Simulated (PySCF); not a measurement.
PySCF input for 2-bromobuta-1,3-diene (C4H5Br), SMILES C(=C)C(=C)Br, SMD-PBE0/def2-SVP. The structure is a stationary point at PBE0-D3(BJ)/def2-SVP. The values are those of a single conformer.

```python
import numpy as np
from pyscf import gto, scf, dft
from pyscf.solvent import smd

mol = gto.M(
    atom='''
    C    -1.32783760   -1.98970558    0.00000000
    C    -0.00200683   -1.81678146    0.00000000
    C     0.72092849   -0.54970999    0.00000000
    C     2.05692522   -0.45726795    0.00000000
    Br   -0.30868210    1.04499602    0.00000000
    H    -2.01316605   -1.13830984    0.00000000
    H    -1.75880481   -2.99306358    0.00000000
    H     0.65641950   -2.69313887    0.00000000
    H     2.65634483   -1.37184262    0.00000000
    H     2.57502453    0.50228411    0.00000000
    ''',
    basis='def2-SVP',
    charge=0,
    spin=0,
    max_memory=1600,
    verbose=3,
)
mf = dft.RKS(mol, xc='pbe0').density_fit(auxbasis='def2-universal-jkfit')
mf.grids.level = 3
mf.conv_tol = 1e-9
mf.max_cycle = 100
mf.kernel()
res = {}
for name in ['water', 'ethanol', 'methanol']:
    s = mf.SMD()
    s.with_solvent.solvent, s.with_solvent.sasa_ng = name, 302
    s.kernel(mf.make_rdm1())
    res[name] = (s.e_tot, s.with_solvent.get_cds(), s.dip_moment(), s.mo_energy, s.converged)
    print(f'SMD {name}: dG(solv) = {(s.e_tot - mf.e_tot) * 627.509474:.3f} kcal/mol, of which CDS {res[name][1] * 627.509474:.3f}')
```

Output:

```
converged SCF energy = -2728.6307908998
converged SCF energy = -2728.63092949245
Dipole moment(X, Y, Z, Debye):  1.08611, -1.69575, -0.00000
SMD water: dG(solv) = -0.087 kcal/mol, of which CDS 3.293
converged SCF energy = -2728.63662805936
Dipole moment(X, Y, Z, Debye):  1.06093, -1.67585, -0.00000
SMD ethanol: dG(solv) = -3.663 kcal/mol, of which CDS -0.448
converged SCF energy = -2728.63636099895
Dipole moment(X, Y, Z, Debye):  1.06954, -1.68271,  0.00000
SMD methanol: dG(solv) = -3.495 kcal/mol, of which CDS -0.224
```

The calculation finished and met its thresholds.
